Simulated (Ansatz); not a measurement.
Basis sets compared for `OB(O)CCCCc1ccc(/N=N/c2ccccc2)cc1`. The state is a singlet with charge 0. Geometry PBE-D4/def2-SVP. Ansatz on 2 threads of AMD EPYC 7R13 on a shared host and a share (18 GiB) of an NVIDIA H100 80GB HBM3; times are rough, and most runs start from earlier orbitals.

```xyz
40

O     2.0304   -3.5590   -6.5476
B     2.6886   -3.6753   -5.3423
O     3.9256   -4.2661   -5.2006
C     1.9874   -3.0708   -4.0593
C     1.7562   -1.5514   -4.1711
C     1.0181   -0.9181   -2.9848
C     1.7904   -0.9790   -1.6516
C     1.0812   -0.2520   -0.5373
C     0.1393   -0.9184    0.2830
C    -0.5605   -0.2428    1.2818
C    -0.3341    1.1391    1.4865
N    -0.9814    1.9208    2.4652
N    -1.8148    1.2981    3.1905
C    -2.4629    2.0913    4.1650
C    -2.2340    3.4758    4.3475
C    -2.9311    4.1672    5.3404
C    -3.8593    3.4941    6.1597
C    -4.0886    2.1203    5.9807
C    -3.3934    1.4205    4.9862
C     0.6008    1.8147    0.6743
C     1.2958    1.1256   -0.3239
H     2.5118   -3.9299   -7.3082
H     4.3064   -4.6046   -6.0310
H     2.5922   -3.3157   -3.1615
H     1.0022   -3.5743   -3.9277
H     2.7352   -1.0351   -4.2974
H     1.1846   -1.3413   -5.1001
H     0.0280   -1.4087   -2.8519
H     0.7985    0.1474   -3.2142
H     2.7984   -0.5354   -1.8035
H     1.9501   -2.0383   -1.3609
H    -0.0348   -1.9959    0.1280
H    -1.2899   -0.7476    1.9309
H    -1.5030    3.9665    3.6894
H    -2.7553    5.2446    5.4850
H    -4.4054    4.0468    6.9395
H    -4.8134    1.5939    6.6200
H    -3.5464    0.3447    4.8146
H     0.7606    2.8874    0.8582
H     2.0263    1.6607   -0.9514
```

Single mean-field runs in def2-TZVP are fitted with def2-universal-jkfit.

Binding counts from free atoms (O triplet, B doublet, C triplet, N quartet, H doublet) in the same basis, without a counterpoise term.

```
           level  functions  energy (Eh)  HOMO (eV)  LUMO (eV)  binding per atom (eV)  wall time
 PBE-D4/def2-SVP        389    -904.2910      -4.77      -2.96                   5.07      5.5 s
PBE0-D4/def2-SVP        389    -904.3608      -6.35      -2.23                   4.96      5.5 s
```

(1) Estimate the rows for PBE-D4/def2-TZVP, PBE0-D4/def2-TZVP (with forces).

Answers

(1) 
```csv
level,functions,energy (Eh),HOMO (eV),LUMO (eV),binding per atom (eV),wall time
PBE-D4/def2-TZVP,765,-905.2695,-5.00,-3.08,5.00,6 s
PBE0-D4/def2-TZVP (with forces),765,-905.3286,-6.36,-2.31,4.88,9.5 s
```
